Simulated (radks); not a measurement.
Cl7+, 10 electrons, occupied as [Ne].

Calculated with a radial shooting solver on a logarithmic mesh with Libxc functionals: scalar-relativistic Kohn-Sham, SCAN, spin-polarised, spherical densities, finite nucleus; meta-GGA in the generalised Kohn-Sham scheme; Fermi nuclear charge, rms radius 3.3654 fm.

Energy parts (hartree):
| part | energy |
|---|---|
| total | -446.67535 |
| kinetic | 448.93569 |
| electron-nucleus | -1012.44355 |
| Hartree | 141.87139 |
| exchange-correlation | -25.03888 |

Orbitals (lengths in bohr, moments of r in powers of bohr; r(max) is where P^2 peaks):
orbital  occ.  eigenvalue (hartree)   r(max)
1s          2             -106.7444  0.05947
2s          2             -14.29393   0.3595
2p          6             -11.99181   0.2997

The highest occupied level is 2p at -326.31 eV. Summed over all electrons, <r^2> = 1.659 bohr^2, which gives a Langevin (diamagnetic) susceptibility term of -1.31 x 10^-6 cm^3/mol. For comparison, the ionisation energy in NIST's Atomic Spectra Database is 348.31 eV (measured). In exact Kohn-Sham theory the highest level is minus the ionisation energy, but local and semilocal functionals leave it too shallow, through self-interaction and a potential that decays too fast; potentials with the right tail come closer.

Empty levels of this run are not shown, since the potential may be unsettled where no density lies.
